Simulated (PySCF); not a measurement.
## Basis and Hamiltonian dependence of the excitation energy of Xe

Xe [Xe] (1S) → Xe [Kr] 4d10 5s1 5p6 6p1 (3P). Calculated with PySCF 2.14 from differences of total energies of unrestricted determinants, without spin-orbit coupling. Values in eV.

```
                                                                               basis    Hamiltonian  functions     UHF  r2SCAN    PBE0  MP2 (valence)
                                                        aug-cc-pVDZ-PP with ECP28MDF            ECP         32  24.677  22.897  23.014         23.176
                                                      aug-cc-pwCVDZ-PP with ECP28MDF            ECP         48  24.670  22.899  23.014         23.127
                                                        aug-cc-pVTZ-PP with ECP28MDF            ECP         55  24.743  22.938  23.074            n/a
         aug-cc-pVTZ-PP with one added diffuse shell each of d, f type with ECP28MDF            ECP         67  24.742  22.932  23.071         23.533
                             def2-QZVPPD with the def2 core potential (28 electrons)            ECP         91  24.115  22.551  22.656            n/a
                                                        aug-cc-pVQZ-PP with ECP28MDF            ECP         92  24.261  22.620  22.730            n/a
                                                      aug-cc-pwCVTZ-PP with ECP28MDF            ECP         96  24.729  22.934  23.070            n/a
                                                                     aug-cc-pVQZ-DK3  spin-free X2C        102  24.234  22.471  22.634            n/a
aug-cc-pVQZ-PP with one added diffuse shell each of s, p, d, f, g type with ECP28MDF            ECP        117  24.079  22.535  22.641         22.911
              aug-cc-pwCVTZ-DK3 with one added diffuse shell each of s, p, d, f type  spin-free X2C        125  24.083  22.406  22.570            n/a
                   x2c-QZVPPall with one added diffuse shell each of s, p, d, f type  spin-free X2C        128  24.277  22.495  22.661            n/a
                                                        aug-cc-pV5Z-PP with ECP28MDF            ECP        139  24.174  22.573  22.684            n/a
```

Frozen in the all-electron rows: valence: [Kr] 4d10; with a core potential, the same shells as far as they lie outside it.

At UHF, aug-cc-pVDZ-PP with ECP28MDF, aug-cc-pwCVDZ-PP with ECP28MDF, aug-cc-pVTZ-PP with ECP28MDF, aug-cc-pVTZ-PP with one added diffuse shell each of d, f type with ECP28MDF, aug-cc-pwCVTZ-PP with ECP28MDF lie more than 0.3 eV from the median of the rows with comparable relativity.

The upper state lies above the first ionisation limit, where it may autoionise and the basis confines it. A Rydberg-like electron needs more diffuse functions than a valence basis has.
